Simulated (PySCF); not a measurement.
CrCl4: what the settings change

The complex CrCl4 (charge 0) contains Cr(IV), shell d2. The structure is a PBE0-D3(BJ)/def2-TZVP geometry optimised for multiplicity 3; coordination tetrahedral, point group Td, metal–donor distances 2.09 Å.

```
5

Cr    0.0000    0.0000    0.0000
Cl    1.2086    1.2086    1.2086
Cl   -1.2086    1.2086   -1.2086
Cl    1.2086   -1.2086   -1.2086
Cl   -1.2086   -1.2086    1.2086
```

Method (PySCF 2.14, density fitting): CASSCF(2,5) with orbitals averaged over all microstates of the shell, strongly contracted NEVPT2 on the averaged canonical orbitals; basis x2c-TZVPall on the metal, x2c-SVPall elsewhere; spin-free X2C; gas phase; spin-orbit coupling by state interaction with the mean-field operator over all roots.

Base run: NEVPT2 ground state 3A2, next 1E at 12018, then 3T2 at 12698 cm⁻¹, 10Dq(CASSCF) 8598, B(CASSCF) 825, ζ 195 cm⁻¹, g 1.949 1.949 1.949, μeff(300 K) 2.80 μB.

Q: What happens with the basis x2c-TZVPall on all atoms?

A: NEVPT2 ground state 3A2, next 1E at 12020, then 3T2 at 12337 cm⁻¹, 10Dq(CASSCF) 8699, B(CASSCF) 831, ζ 195 cm⁻¹, g 1.946 1.946 1.946, μeff(300 K) 2.79 μB. It took 16 s against 6.8 s on a shared host of the same kind.

Q: What happens with orbitals averaged over the highest spin alone?

A: NEVPT2 ground state 3A2, next 1E at 12106, then 3T2 at 12631 cm⁻¹, 10Dq(CASSCF) 8679, B(CASSCF) 837, ζ 199 cm⁻¹, g 1.947 1.947 1.947, μeff(300 K) 2.79 μB.

No frequencies were computed for the optimised geometry. Charge-transfer states lie outside this active space and may come lower than some of these levels. NEVPT2 lifts 3T2 from 9250 to 12698 cm⁻¹; on the d shell alone such lifts tend to overshoot. An active orbital has only 0.72 squared overlap with the free ion's shell, so the metal shell alone is a small active space here. NEVPT2 on the d shell alone tends to put d–d bands too high for such charged or covalently bound ions.
